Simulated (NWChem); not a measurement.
## A calculation on HIOSi

```xyz
4

Si    -1.1348    -1.2745     0.0000
I      0.2966     0.7680     0.0000
O      0.0547    -2.4388     0.0000
H     -0.2721    -3.3479     0.0000
```
Charge 0, spin multiplicity 1.

Everything below was run with NWChem. The geometry was optimised at PBE0/def2-SVP with def2 effective core potentials on I, a minimum by its harmonic frequencies. It is one conformer; others weren't searched.

Symmetry labels belong to the abelian group Cs used in the runs, with the axes of the coordinates shown.

Effective core potentials replace the inner electrons of I; spin-orbit coupling is left out. B3LYP has NWChem's definition, with VWN1-RPA local correlation. The structure started from a generated list of species.

**Question.** List the lowest 4 singlet excitations that TD-B3LYP/def2-SVPD with def2 effective core potentials on I, VWN1-RPA local correlation gives, with oscillator strengths.

**Answer.** 
```
state  symmetry  energy (eV)  wavelength (nm)      f
-----  --------  -----------  ---------------  -----
1            a"         3.52              353  0.011
2            a"         3.92              316  0.007
3            a'         4.33              286  0.015
4            a'         5.46              227  0.148
```
